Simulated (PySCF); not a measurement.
Potassium: a sound run and one with changed settings

Sound run: K⁺ [Ar], K²⁺ [Ne] 3s2 3p5. All numbers are calculated (PySCF 2.14, the spin-free X2C one-electron Hamiltonian (Gaussian nucleus), in cc-pVTZ-X2C). In the sound run the correlated levels freeze [Ne] 3s2. The sound run starts from symmetry-adapted Hartree-Fock orbitals and uses a fine grid where one is needed.

Changed run: all electrons correlated in a basis built for the valence shell.

```tsv
species	method	sound run (hartree)	changed run (hartree)	converged
K⁺	MP2	-601.38900	-601.39601	yes
K⁺	CCSD(T)	-601.39846	-601.40502	yes
K²⁺	MP2	-600.21414	-600.23168	yes
K²⁺	CCSD(T)	-600.22188	-600.24282	yes
```

Ionisation energy of K⁺:

```
 method  sound run (eV)  changed run (eV)
    UHF          31.173            31.173
    MP2          31.970            31.683
SCS-MP2          31.910            31.597
   CCSD          32.013            31.617
CCSD(T)          32.016            31.625
```

A valence basis has no tight correlating functions, so it recovers only part of the core correlation, and not evenly between atom and ion.

For comparison, NIST gives 31.625 eV between the lowest levels.
